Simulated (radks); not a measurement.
These are the eigenvalues of the occupied orbitals of an atom or ion with whole-number occupations (Ry). All-electron calculation, scalar-relativistic Kohn-Sham, PBEsol, spin-polarised, spherical densities, finite nucleus; Fermi nuclear charge, rms radius of each element as measured or else 0.836 A^(1/3) + 0.57 fm. Program: a radial shooting solver on a logarithmic mesh with Libxc functionals.

orbital  eigenvalue
1s up     -656.5514
1s down   -656.0314
2s up     -145.3331
2s down   -144.3810
2p up     -139.4156

Which element is it, and in what charge state? The configuration may be excited. Open shells, if any, are filled with parallel spins first.

Answer. Z = 27, cobalt, charge +22: Co22+ in [He] 2s2 2p1. The list shows which subshells hold electrons but not how many an open one holds; the 1s level, -328.28 hartree, gives Z - s = 25.6 by -(Z - s)^2/2, which with screening and relativity narrows Z to a few neighbours, and the depths of the outer levels then fix element, charge and occupations together.
